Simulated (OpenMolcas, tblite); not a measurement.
# InPH4O (SMILES O[PH][InH2]): methods side by side

The species is InPH4O (7 atoms), meant as a singlet with charge 0. As SMILES, `O[PH][InH2]`. The shape is that of a PBE0-D4/def2-TZVP optimisation. This is one conformer, not always the lowest.

Quantity: the vertical ionisation energy (to the doublet cation), in eV. The values are calculated.

```tsv
level	kind	program	value (eV)
IPEA1-xTB	semi-empirical	tblite	13.14
HF/def2-SVPD (core potential)	Hartree–Fock	OpenMolcas	7.73
BLYP/def2-SVPD (core potential)	GGA	OpenMolcas	8.32
TPSS/def2-SVPD (core potential)	meta-GGA	OpenMolcas	8.46
B3LYP/def2-SVPD (core potential)	global hybrid	OpenMolcas	8.58
```

Spin-orbit coupling, which can split open shells on such heavy atoms by tenths of an eV, is left out. The values span 7.73 to 13.14 eV. The xTB values lack the empirical shift that such differences need.
